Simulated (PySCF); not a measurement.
**Structure from NMR data**

The spectra below were simulated for a compound C3H8Cl2O2Si.

1H NMR (300 MHz, computed): δ 5.75 (t, 1H), 4.97 (s, 2H), 4.33 (d, 2H), 3.87 (s, 3H).

13C{1H} NMR (computed): δ 85.7 (CH), 73.9 (CH2), 51.2 (CH3).

PySCF calculation with shieldings: GIAO PBE0/pcSseg-1 and structure optimised with GFN2-xTB; in vacuum, one conformer, non-relativistic, averaged over atoms made equivalent by symmetry, fast rotation or ring inversion.

Shifts are taken against calculated references (same method and geometry level): 1H (31.72 ppm) and 13C (186.93 ppm) vs TMS.

Q: What is the structure?

A: 
- Rings plus π bonds: 0.
- 3 carbon signals for 3 carbons: no two carbons are equivalent.
- Carbon types of the structure: 1 × CH, 1 × CH2, 1 × CH3, leaving 2 H on heteroatoms.
- δC 85.7: sp3 CH bonded to 2 Cl; 2 electronegative neighbours deshield it.
- δC 73.9: sp3 CH2 bonded to O; deshielded by the electronegative neighbour.
- δC 51.2: methyl carbon bonded to O; deshielded by the electronegative neighbour.
- δH 5.75: hydrogen on an sp3 CH bonded to 2 Cl; its carbon carries Cl, an electronegative neighbour.
- δH 4.97: hydrogen on a silicon bonded to 2 O.
- δH 4.33: hydrogen on an sp3 CH2 bonded to O; its carbon carries O, an electronegative neighbour.
- δH 3.87: hydrogen on a methyl carbon bonded to O; its carbon carries O, which withdraws density.

These data were computed for SMILES C(O[SiH2]OC)C(Cl)Cl.

This is the structure that produced the data.

Carbons that carry Cl, above all several Cl atoms, come out too deshielded, partly because spin–orbit coupling is missing. Shifts are as computed. Against solution values, carbons near 30 ppm lie about +3 ppm off and those near 130 ppm about +5 ppm; carbons on Cl a further +6 ppm. Of 1211 compounds with measured shifts, 218 miss one by over three times the rms of a fit or turn the order of signals round; such compounds aren't used in these exercises. No couplings were computed; multiplicities are counted from neighbouring protons, with m where these are inequivalent, close in shift, in a saturated or five-membered ring or joined by F or P, and br s for small geminal =CH2 splittings.
